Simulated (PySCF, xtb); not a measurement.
diboron tetrafluoride cation (B2F4), SMILES B(F)(F)B(F)F (connectivity only; charge and spin as stated), charge +1, multiplicity 2. Other conformers were not sampled.

Harmonic wavenumbers (cm⁻¹) from GFN2-xTB in xtb at its own minimum, in rising order: 18, 124, 137, 211, 425, 446, 451, 484, 1157, 1173, 1590, 1594.

**Question.** What does PBE0-D3(BJ)/def2-SVP in PySCF give at its own minimum? (An estimate is asked for; the answer gives what the named calculation found.)

**Answer.** 26, 113, 113, 204, 474, 474, 486, 588, 1115, 1176, 1751, 1751. Paired by order, the mean absolute difference is 53 cm⁻¹ and the zero-point energies are 11.2 and 11.8 kcal/mol.
